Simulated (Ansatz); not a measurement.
`COCS[SiH3]` + `OC(O)O` → `OC(O)O[SiH3]` + `COCS`  (ligand exchange at the Si–S bond)

Calculated with Ansatz (gas phase, PBE0-D4/def2-TZVP geometries, no zero-point term in ΔE). CCSD(T)/CBS adds triple-zeta CCSD(T) − MP2 to the extrapolated MP2 energy (def2 sets, frozen cores). This one scheme is used for every species. Functionals use def2-TZVPP. B3LYP here is the variant with VWN-RPA as its local correlation; programs differ in this. Each species was taken in one conformer, which may not be the lowest.

```tsv
level	ΔE (kJ/mol)	difference from CCSD(T)/CBS
PBE0-D4	-18.2	9.8
ωB97X-V	-29.3	-1.3
ωB97M-V	-28.9	-0.9
B2PLYP	-33.2	-5.2
PBE	-18.2	9.8
r2SCAN	-25.7	2.3
B3LYP	-34.1	-6.1
MP2/def2-TZVPP	-28.1	-0.1
SCS-MP2/def2-TZVPP	-33.7	-5.7
CCSD/def2-TZVPP	-33.3	-5.3
CCSD(T)/def2-TZVPP	-30.5	-2.5
HF/def2-QZVPP	-46.9	-18.9
MP2/def2-QZVPP	-27.3	0.7
SCS-MP2/def2-QZVPP	-32.6	-4.6
HF/CBS(def2)	-47.2	-19.2
CCSD/CBS(def2)	-30.8	-2.8
CCSD(T)/CBS	-28.0	0
```

Largest T1 diagnostic among the species: 0.012.

The D4 term adds +4.3 kJ/mol with B3LYP and +2.4 kJ/mol with PBE0; it sums over pairs of atoms, weighted by their polarisabilities, and B3LYP, whose exchange is more repulsive, gets the larger term. In def2-TZVPP, CCSD(T) changes the Hartree–Fock value by +14.7 kJ/mol (the triples alone add +2.9 kJ/mol) and MP2 by +17.0 kJ/mol.
